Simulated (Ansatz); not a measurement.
Mulliken charges of AlH₄NOS, SMILES `[NH2][Al]([OH])[SH]` from ωB97M-V/def2-TZVPP in Ansatz (PBE0-D4/def2-TZVP geometry).

```tsv
atom	x (Å)	y (Å)	z (Å)	charge (e)
N1	-0.449	1.481	0.152	-0.375
Al2	-0.002	-0.213	-0.029	0.571
O3	1.598	-0.763	-0.074	-0.389
S4	-1.566	-1.717	-0.210	-0.302
H5	0.193	2.251	0.242	0.100
H6	-1.398	1.814	0.179	0.110
H7	2.372	-0.208	-0.005	0.156
H8	-0.656	-2.702	-0.310	0.129
```

Question: By hand: the dipole of these point charges (1 e Å = 4.8032 D).

Answer: Σ q r = (0.169, 0.182, 0.022) e Å, of length 0.249 e Å = 1.20 D.

Question: How does the dipole of the full density compare? (Estimate.)

Answer: Computed: (0.273, 0.469, 0.055) e Å, 2.62 D; the point charges give 0.46 times that, at 13° from its direction.

Point charges leave out the atoms' own dipoles, such as those of lone pairs, and Mulliken's split depends on the basis, so the two needn't agree.
